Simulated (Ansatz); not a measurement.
CdH2 (SMILES [CdH2]) moved off its minimum; all values from Ansatz (a program for electronic structure), cores frozen in correlated methods. Elements past Kr take the def2 small-core potentials, without spin–orbit coupling.
(charge 0, multiplicity 1)
```xyz
3

Cd    -0.03402     0.01624     0.01129
H      0.00526     0.00963     1.70187
H      0.01642    -0.07847    -1.70604
```

Problem. Give the forces (eV/Å), the total energy and the dipole at CCSD(T)/def2-TZVPPD.

Solution. 
```tsv
atom	Fx	Fy	Fz
Cd1	0.134	-0.157	-0.309
H2	-0.062	0.065	-0.209
H3	-0.072	0.092	0.517
```
Energy -168.4551 hartree, dipole 0.20 D.
